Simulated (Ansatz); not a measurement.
BI$_{2}$ (SMILES I[B]I), doublet, geometry from GFN2-xTB (all electrons, no relativity). Base run: PBE0/3-21G run with Ansatz (a quantum-chemistry and plane-wave program).

Geometry (Å):
```xyz
3

I     -1.8614    -0.0995     0.0557
B     -0.0270     0.8806     0.0125
I      1.8639     0.0164    -0.0568
```
Charge 0, spin multiplicity 2.
Orbitals are unrestricted.
All else is at Ansatz's defaults.

Each row names what was changed in the base input (with any setting that the change needs).

| change | basis functions | E (Eh) |
|---|---|---|
| base | 75 | -13804.91706 |
| basis = ANO-RCC-VDZP; relativity = spin-free X2C | 100 | -14255.36056 |
| basis = x2c-SVPall; relativity = none | 86 | -13479.17995 |
| basis = ANO-RCC-VDZP; relativity = spin-free X2C; nucleus = Gaussian | 100 | -14254.88369 |
| basis = jorge-DZP-DKH; relativity = spin-free X2C; nucleus = Gaussian | 111 | -14243.85627 |
| basis = jorge-DZP-DKH; relativity = spin-free X2C | 111 | -14244.26075 |
| basis = ANO-RCC-VDZP; relativity = none | 100 | -13379.26371 |
| basis = x2c-SVPall; relativity = spin-free X2C | 86 | -14254.08526 |
| basis = x2c-SVPall; relativity = spin-free X2C; nucleus = Gaussian | 86 | -14253.72844 |
| basis = jorge-DZP-DKH; relativity = none | 111 | -13712.48496 |

Totals shift with the method and basis; they matter in differences.

Ansatz warned in this series: the basis is contracted for relativity, which the run leaves out.

Basis sets contracted for a relativistic Hamiltonian are a mismatch without it, so the rows without relativity aren't non-relativistic limits. No row has spin-orbit coupling; sets with core potentials leave out the core electrons.
